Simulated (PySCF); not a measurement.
Si(F)2(NH2)2 (F2H4N2Si), SMILES N[Si](N)(F)F. Atoms are numbered in the order given.

```xyz
9

N     -1.3432     0.3655    -0.9619
Si     0.0000     0.0000     0.0018
N      1.3432    -0.3655    -0.9619
F     -0.5114    -1.1623     1.0054
F      0.5114     1.1623     1.0054
H     -1.2842     1.0350    -1.7182
H     -2.2859     0.2556    -0.6099
H      1.2842    -1.0350    -1.7182
H      2.2859    -0.2556    -0.6099
```
Charge 0, spin multiplicity 1.

Geometry: PBE0-D3(BJ)/def2-SVP. The values are those of a single conformer.

All values below come from PySCF with PBE/pcSseg-1.

GIAO shieldings, no solvent; atoms alike by connectivity are averaged. δ = σ(ref) − σ: ¹⁵N against NH3 (σ = 267.0 ppm); ²⁹Si against TMS (σ = 335.4 ppm); ¹⁹F against CFCl3 (σ = 133.6 ppm); ¹H against TMS (σ = 31.49 ppm), references at their B3LYP-D3(BJ)/def2-TZVP geometries, non-relativistic.

```tsv
nucleus	atoms	count	δ (ppm)
¹⁵N	N1, N3	2	27.2
²⁹Si	Si2	1	-52.4
¹⁹F	F4, F5	2	-175.1
¹H	H6, H7, H8, H9	4	0.97
```
